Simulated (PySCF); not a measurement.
**Radial density of Sb (antimony, neutral)**

CAM-B3LYP, [Kr] 4d10 5s1 5p4, high-spin 4P determinant (an excited configuration). Calculation: PySCF 2.14, in aug-cc-pwCVTZ-DK3 (10s9p7d4f1g, 109 functions); the spin-free X2C one-electron Hamiltonian (Gaussian nucleus).

| r (bohr) | 4πr²ρ (e/bohr) | 4πr²(ρα − ρβ) |
| --- | --- | --- |
| 0.0297 | 60.06 | 0.0152 |
| 0.0499 | 61.49 | 0.0395 |
| 0.0840 | 84.46 | 0.0481 |
| 0.141 | 63.08 | -0.0106 |
| 0.238 | 69.17 | 0.1213 |
| 0.400 | 37.67 | 0.0050 |
| 0.672 | 24.31 | 0.2693 |
| 1.13 | 13.85 | 0.0802 |
| 1.90 | 3.447 | 1.4703 |
| 3.20 | 1.364 | 0.7589 |
| 5.38 | 0.1401 | 0.0439 |
| 9.05 | 0.001457 | -0.0003 |

Densities and radii are taken from the X2C orbitals without a picture-change correction, which distorts them close to the nucleus.

Problem. Where is the radial spin density 4πr²(ρα − ρβ) most negative, and why is it negative at all?

Solution. Around r = 0.141 bohr, down to -0.0106 e/bohr: exchange with the open shell polarises the paired shells in an unrestricted calculation.
